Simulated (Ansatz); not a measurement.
Input (X2C-CCSDT(Q)/aug-cc-pwCVTZ-DK; Ansatz, a quantum-chemistry and plane-wave program): The .json basis holds the Basis Set Exchange's core-valence set for the 3d metal and cc-pVXZ-DK of the same size for its partners.

Ansatz 0.2 input:
```yaml
crystal:
  periodic: [false, false, false]
  atoms:
    - {symbol: Ti, position_ang: [0.00000000, 0.00000000, 0.00000000]}
basis:
  gaussian:
    orbitals: aug-cc-pwCVTZ-DK.json
total_charge: 2
magnetization: {spin_polarized: true, initial_magnetization: 2}
correlation: {method: ccsdt_q, frozen_orbitals: {Ti: 5}}
scf: {lower_state_search: full}
```

Output:

```
Functional definition: HF
integrals: 0.56 GiB planned
1223 factors; integrals over basis functions are off by at most 3.4e-8 eV
mean field: 0.51 GiB planned
mean field evaluation 1: about -23184.4168 eV, gradient 2.8e1 eV
mean field evaluation 2: about -23184.4170 eV, gradient 2.8e1 eV
mean field evaluation 4: about -23185.9593 eV, gradient 1.6e0 eV
mean field evaluation 8: about -23186.0015 eV, gradient 4.4e-1 eV
mean field evaluation 16: about -23186.0301 eV, gradient 2.9e-6 eV
mean field evaluation 32: about -23184.6660 eV, gradient 1.3e-1 eV
mean field evaluation 64: about -23186.0301 eV, gradient 3.5e-3 eV
mean field evaluation 96: about -23186.0236 eV, gradient 5.3e-1 eV
mean field evaluation 128: about -23185.7286 eV, gradient 1.1e0 eV
mean field evaluation 160: about -23186.0301 eV, gradient 4.8e-4 eV
mean field evaluation 192: about -23132.9240 eV, gradient 4.7e1 eV
mean field evaluation 224: about -23181.4756 eV, gradient 1.6e-3 eV
mean field evaluation 256: about -23184.6982 eV, gradient 5.0e-1 eV
mean field evaluation 288: about -23186.0301 eV, gradient 6.8e-7 eV
mean field evaluation 320: about -23186.0192 eV, gradient 6.2e-1 eV
mean field evaluation 352: about -23185.6789 eV, gradient 2.0e-3 eV
mean field evaluation 384: about -23184.9979 eV, gradient 3.0e0 eV
mean field evaluation 416: about -23184.6658 eV, gradient 6.4e-4 eV
mean field evaluation 448: about -23186.0297 eV, gradient 3.9e-1 eV
mean field evaluation 480: about -23185.6789 eV, gradient 7.0e-5 eV
mean field evaluation 512: about -23186.0301 eV, gradient 2.1e-3 eV
mean field evaluation 544: about -23184.6632 eV, gradient 1.2e0 eV
mean field evaluation 576: about -23181.4822 eV, gradient 3.4e-1 eV
mean field evaluation 608: about -23181.4758 eV, gradient 2.0e-3 eV
mean field evaluation 640: about -23176.6950 eV, gradient 3.2e1 eV
mean field evaluation 672: about -23184.6495 eV, gradient 1.2e1 eV
mean field evaluation 704: about -23185.8091 eV, gradient 1.1e0 eV
mean field evaluation 736: about -23185.6789 eV, gradient 1.4e-2 eV
mean field evaluation 768: about -23181.5604 eV, gradient 3.1e0 eV
mean field evaluation 800: about -23186.0301 eV, gradient 3.4e-2 eV
mean field evaluation 832: about -23184.6658 eV, gradient 2.0e-2 eV
mean field evaluation 864: about -23181.4758 eV, gradient 1.2e-3 eV
mean field -23186.03007749 eV, -852.0708892922 hartree, gradient 2.9e-6 eV, S^2 2.002939; 19 other end points of the search recorded, 0 dependent functions left out
determinant -23186.03007749 eV, -852.0708892922 hartree, with singles and doubles -23195.26997516 eV, -852.4104492685 hartree
determinant -23185.67892855 eV, -852.0579848065 hartree, with singles and doubles -23195.05370535 eV, -852.4025014994 hartree
determinant -23184.66584993 eV, -852.0207548541 hartree, with singles and doubles -23194.29494999 eV, -852.3746177544 hartree
determinant -23186.03007749 eV, -852.0708892922 hartree, with singles and doubles -23195.26567326 eV, -852.4102911766 hartree
determinant -23185.67892855 eV, -852.0579848065 hartree, with singles and doubles -23195.05419802 eV, -852.4025196049 hartree
5 core orbitals not correlated
reference -23186.03007749 eV, -852.0708892922 hartree; 6, 4 occupied and 116, 118 virtual orbitals, 1223 factors
second order -8.66930247 eV of doubles, -0.00000000 eV of singles
coupled cluster: 5.60 GiB planned
cycle   1  -9.10889794 eV  change   -4.4e-1 eV  update   3.5e-2
cycle   2  -9.43583838 eV  change   -3.3e-1 eV  update   1.2e-2
cycle   3  -9.46216581 eV  change   -2.6e-2 eV  update   3.1e-3
cycle   4  -9.45282427 eV  change    9.3e-3 eV  update   6.5e-4
cycle   5  -9.45305377 eV  change   -2.3e-4 eV  update   2.4e-4
cycle   6  -9.45330299 eV  change   -2.5e-4 eV  update   4.0e-5
cycle   7  -9.45327259 eV  change    3.0e-5 eV  update   1.0e-5
cycle   8  -9.45326656 eV  change    6.0e-6 eV  update   3.1e-6
cycle   9  -9.45327099 eV  change   -4.4e-6 eV  update   8.4e-7
cycle  10  -9.45327025 eV  change    7.4e-7 eV  update   2.4e-7
perturbative correction -0.00470281 eV, -0.0001728252 hartree
Total energy: -23195.48805055 eV, -852.4184633914 hartree
Relativity: scalar
```
